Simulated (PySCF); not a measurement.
**Tin: a sound run and one with changed settings**

Sound run: Sn⁺ [Kr] 4d10 5s2 5p1, Sn²⁺ [Kr] 4d10 5s2. All numbers are calculated (PySCF 2.14, scalar relativity through the core potential, in def2-SVP with the def2 core potential (28 electrons) (4s4p2d, 26 functions)). The sound run starts from symmetry-adapted Hartree-Fock orbitals and uses a fine grid where one is needed.

Changed run: radial step 0.5 in ln r (0.13 in the sound run). This setting is unsound on purpose.

| species | method | sound run (hartree) | changed run (hartree) | converged |
| --- | --- | --- | --- | --- |
| Sn⁺ | UHF | -213.08429 | -213.08429 | yes |
| Sn⁺ | M06-L | -214.13602 | -214.12142 | yes |
| Sn⁺ | LDA | -213.63106 | -213.62708 | yes |
| Sn²⁺ | UHF | -212.58015 | -212.58015 | yes |
| Sn²⁺ | M06-L | -213.62643 | -213.59586 | yes |
| Sn²⁺ | LDA | -213.10159 | -213.09774 | yes |

Ionisation energy of Sn⁺:

| method | sound run (eV) | changed run (eV) |
| --- | --- | --- |
| UHF | 13.718 | 13.718 |
| M06-L | 13.867 | 14.301 |
| LDA | 14.408 | 14.404 |

A coarse radial grid mis-integrates the density and the exchange-correlation energy, with errors of either sign; Hartree-Fock needs no grid.

For comparison, NIST gives 14.633 eV between the lowest levels.
